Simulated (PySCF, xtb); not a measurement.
GaI2, SMILES [I][Ga][I], multiplicity 2.

Harmonic wavenumbers (cm⁻¹) from GFN2-xTB (xtb) at its own minimum, in rising order: 42, 182, 233.

Problem. What does PBE0-D3(BJ)/def2-SVP (PySCF) give at its own minimum? (Estimate from the structure and the level; the computed values follow.)

Solution. 57, 193, 261. Paired by order, the mean absolute difference is 18 cm⁻¹ and the zero-point energies are 0.7 and 0.7 kcal/mol.
